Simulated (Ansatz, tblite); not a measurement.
Cost and result up the ladder for diphenyliodonium iodide, `[I-].c1ccc([I+]c2ccccc2)cc1` (24 atoms). Charge 0, multiplicity 1. Geometry: PBE-D4/def2-SVP.

```xyz
24

I    -1.757    1.538   -1.445
C     3.710    1.529   -2.884
C     3.727    0.227   -2.364
C     2.737   -0.182   -1.450
C     1.758    0.746   -1.090
I     0.412    0.066    0.572
C    -1.515   -0.726    1.423
C    -1.418   -2.038    1.890
C    -2.518   -2.567    2.595
C    -3.663   -1.784    2.804
C    -3.723   -0.469    2.313
C    -2.639    0.073    1.598
C     1.700    2.039   -1.599
C     2.705    2.434   -2.501
H     4.481    1.842   -3.604
H     4.505   -0.488   -2.674
H     2.741   -1.204   -1.038
H    -0.517   -2.647    1.718
H    -2.474   -3.603    2.965
H    -4.522   -2.205    3.348
H    -4.620    0.148    2.479
H    -2.684    1.088    1.170
H     0.883    2.723   -1.320
H     2.692    3.457   -2.907
```

Ansatz on 4 threads of Arm Neoverse V1 on a shared host; xTB runs through tblite on one thread. Times are rough, summed over both states, and most runs start from the orbitals of an earlier one. No level here is sound enough to serve as a yardstick. The other state is a doublet.

In the def2 sets I takes a core potential; there is no spin–orbit coupling. The xTB rows come from tblite. HOMO above LUMO, or a gap near zero within one spin, warns that the state may not be the lowest or that an electron is smeared out.

Raw xTB energies of ions are shifted by several eV.

```json
{"level": "GFN2-xTB", "functions": "76", "vertical IE (eV)": "12.20", "remarks": "–"}
{"level": "GFN1-xTB", "functions": "86", "vertical IE (eV)": "12.68", "remarks": "–"}
{"level": "PBE0-D4/def2-SVP", "functions": "270", "vertical IE (eV)": "7.61", "remarks": "restricted SCF unstable in HF (singlet)"}
{"level": "PBE-D4/def2-SVP", "functions": "270", "vertical IE (eV)": "7.53", "remarks": "gap within one spin near zero (+1 doublet), restricted SCF unstable in HF (singlet)"}
```

Estimate how long each takes.

GFN2-xTB 0.05 s; GFN1-xTB 0.059 s; PBE-D4/def2-SVP 50 s; PBE0-D4/def2-SVP 81 s. On shared hardware such times vary by a factor of up to 3.
